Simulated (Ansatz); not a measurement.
Consider the ligand exchange at a Ge–C bond: `Cl[CH]([GeH3])Br` + `[SiH3]S` → `[SiH3][S][GeH3]` + `ClCBr`.

Isolated molecules relaxed with PBE0-D4/def2-TZVP in Ansatz; ΔE leaves out vibrations. CCSD(T)/CBS is the MP2 limit (def2-TZVPP, def2-QZVPP) plus CCSD(T) − MP2 in def2-TZVPP, frozen cores. Functionals use def2-TZVPP. B3LYP here is the variant with VWN-RPA as its local correlation; programs differ in this. For Br, Ge outer-core shells are correlated without core-valence functions, which leaves a few kJ/mol of doubt a bond. Scalar relativity is left out up to krypton.

`Cl[CH]([GeH3])Br`:

Cartesian coordinates in Å:
```
Cl -1.744 -0.533 -1.351
C -0.872 0.378 -0.114
Ge 0.874 -0.472 0.269
Br -0.594 2.226 -0.643
H -1.514 0.425 0.762
H 0.603 -1.914 0.723
H 1.560 0.330 1.382
H 1.687 -0.441 -1.027
```

`[SiH3]S`:

Cartesian coordinates in Å:
```
Si 0.288 -0.244 0.369
S -1.473 0.270 -0.728
H 1.310 -0.877 -0.502
H -0.172 -1.210 1.395
H 0.889 0.945 1.025
H -0.843 1.116 -1.560
```

`[SiH3][S][GeH3]`:

Z-matrix (Å, degrees):
```
Si
S 1 2.131
H 1 1.483 2 106.5
H 1 1.487 2 111.1 3 119.7
H 1 1.487 2 111.1 3 -119.7
Ge 2 2.227 1 98.2 3 -179.6
H 6 1.533 2 105.6 1 179.6
H 6 1.536 2 109.6 1 60.0
H 6 1.536 2 109.7 1 -60.8
```

`ClCBr`:

Cartesian coordinates in Å:
```
Cl 1.173 0.866 -0.882
C -0.023 0.087 0.140
Br -0.737 -1.536 -0.622
H -0.856 0.766 0.283
H 0.444 -0.182 1.082
```

```json
{"level": "LDA (SPW92)", "ΔE (kcal/mol)": "-15.7", "difference from CCSD(T)/CBS": "0.1"}
{"level": "PBE-D4", "ΔE (kcal/mol)": "-17.2", "difference from CCSD(T)/CBS": "-1.4"}
{"level": "B3LYP-D4", "ΔE (kcal/mol)": "-17.3", "difference from CCSD(T)/CBS": "-1.5"}
{"level": "r2SCANh-D4", "ΔE (kcal/mol)": "-17.7", "difference from CCSD(T)/CBS": "-1.9"}
{"level": "BHLYP-D4", "ΔE (kcal/mol)": "-18.1", "difference from CCSD(T)/CBS": "-2.3"}
{"level": "ωB97X-V", "ΔE (kcal/mol)": "-16.8", "difference from CCSD(T)/CBS": "-1.0"}
{"level": "PBE0", "ΔE (kcal/mol)": "-18.0", "difference from CCSD(T)/CBS": "-2.2"}
{"level": "B3LYP", "ΔE (kcal/mol)": "-17.5", "difference from CCSD(T)/CBS": "-1.7"}
{"level": "r2SCAN0", "ΔE (kcal/mol)": "-18.1", "difference from CCSD(T)/CBS": "-2.3"}
{"level": "BHLYP", "ΔE (kcal/mol)": "-18.2", "difference from CCSD(T)/CBS": "-2.4"}
{"level": "MP2/def2-SVP", "ΔE (kcal/mol)": "-15.2", "difference from CCSD(T)/CBS": "0.6"}
{"level": "CCSD(T)/def2-TZVPP", "ΔE (kcal/mol)": "-15.8", "difference from CCSD(T)/CBS": "0.0"}
{"level": "MP2/def2-QZVPP", "ΔE (kcal/mol)": "-16.0", "difference from CCSD(T)/CBS": "-0.2"}
{"level": "SCS-MP2/def2-QZVPP", "ΔE (kcal/mol)": "-16.2", "difference from CCSD(T)/CBS": "-0.4"}
{"level": "HF/CBS(def2)", "ΔE (kcal/mol)": "-19.4", "difference from CCSD(T)/CBS": "-3.6"}
{"level": "MP2/CBS(def2)", "ΔE (kcal/mol)": "-16.0", "difference from CCSD(T)/CBS": "-0.2"}
{"level": "CCSD(T)/CBS", "ΔE (kcal/mol)": "-15.8", "difference from CCSD(T)/CBS": "0"}
```

Largest T1 diagnostic among the species: 0.011.

Leaving LDA and LC-ωPBE aside and taking each functional with its dispersion term where it has one, the values, not all of them listed here, spread over 1.4 kcal/mol, from BHLYP-D4 to BLYP-D4. LDA lies +1.6 kcal/mol from PBE without D4. From PBE to PBE0 (25 % exact exchange), in def2-TZVPP and without D4, ΔE moves by −0.7 kcal/mol.
